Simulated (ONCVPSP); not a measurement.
**Which change was made? (Ge, ONCV)**

Ge (Z = 32), optimised norm-conserving Vanderbilt (ONCV), made with ONCVPSP 4.0.1 (PBE, scalar-relativistic). Core [Ne], reference 3s2 3p6 3d10 4s2 (charge +2). Waves: 3s+4s: rc 1.00 bohr, ncon 4, nbas 8, qcut 13.1 1/bohr, 2 projectors; 3p: rc 0.60 bohr, ncon 5, nbas 9, qcut 15.7 1/bohr, 2 projectors, debl 0.6 Ha; 3d: rc 1.30 bohr, ncon 4, nbas 9, qcut 11.2 1/bohr, 2 projectors, debl 2.5 Ha. Local part: polynomial inside 0.40 bohr (lpopt 5, dvloc0 0 Ha). Core correction: Teter function, fcfact 5.5, rcfact 1.

In the p channel the program set the typed energies aside and used -4.982, 0.250 Ha.

Cutoffs, loose and tight: the cutoffs (Ha) at which the residual kinetic energy of the hardest occupied pseudo-wave falls to 1 and 0.1 mHa per electron. They do not see the model core or the augmentation charge, which bear on the density cutoff. Test errors are all-electron minus pseudo excitation energies from the reference, over the configurations 3s2 3p6 3d10 4s2 4p2; 3s2 3p6 3d10 4s2 4p1; 3s2 3p6 3d10 4s1; 3s2 3p6 3d10 4s0 4p4; variants that change the core or the reference have their own tests.

The base gives: outcome: generated, projector energies reset by the program; cutoff, loose: 119 Ha; cutoff, tight: 326 Ha; bound ghosts: none; GHOST(+) flags above zero: s; largest test error (meV): -5.7.

Problem. After one change the result is: outcome: generated, projector energies reset by the program; cutoff, loose: 330 Ha; cutoff, tight: 655 Ha; bound ghosts: none; GHOST(+) flags above zero: s; largest test error (meV): -9.9. Which change was it?
A. s: qcut 10.3; p: qcut 12.3; d: qcut 8.8
B. all radii but the core radius scaled by about 1.34 (s 1.34, p 0.80, d 1.74 bohr); local potential polynomial inside 0.54 bohr (lpopt 5, dvloc0 0 Ha)
C. p: nproj 3

Solution. A. The others give: p: nproj 3 → outcome: generated, projector energies reset by the program; cutoff, loose: 119 Ha; cutoff, tight: 326 Ha; bound ghosts: p; GHOST(+) flags above zero: s; largest test error (meV): -5.7 | all radii but the core radius scaled by about 1.34 (s 1.34, p 0.80, d 1.74 bohr); local potential polynomial inside 0.54 bohr (lpopt 5, dvloc0 0 Ha) → outcome: generated, projector energies reset by the program; cutoff, loose: 89 Ha; cutoff, tight: 114 Ha; bound ghosts: none; GHOST(+) flags above zero: s; largest test error (meV): -23.
